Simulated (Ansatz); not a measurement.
Basis-set extrapolation for C3H7ClSi (`C/C=C\[SiH2]Cl`) (PBE0-D4/def2-TZVP geometry, frozen core, Ansatz). Multiplicity 1, RHF reference.

```tsv
	def2-TZVPP	def2-QZVPP
HF	-866.218044	-866.245248
MP2 correlation	-0.810262	-0.871054
CCSD(T) correlation	-0.906917	not run
```

Energies in hartree. Use E(X) = E(∞) + A·exp(−7.88·√X) for Hartree–Fock and E(X) = E(∞) + B·X^(−2.97) for correlation, with X = 3 and 4, and add CCSD(T) minus MP2 of the smaller set to the MP2 limit.

Q: What is the CCSD(T) energy at the basis-set limit?

A: HF limit: -866.245248 + (-0.027204) × 0.13774 = -866.24900. MP2 limit: -0.871054 + (-0.060792) × 0.74074 = -0.91609. Higher-order term: -0.906917 − (-0.810262) = -0.09665. Total: -867.26174 hartree, 3.72 eV below CCSD(T)/def2-TZVPP.
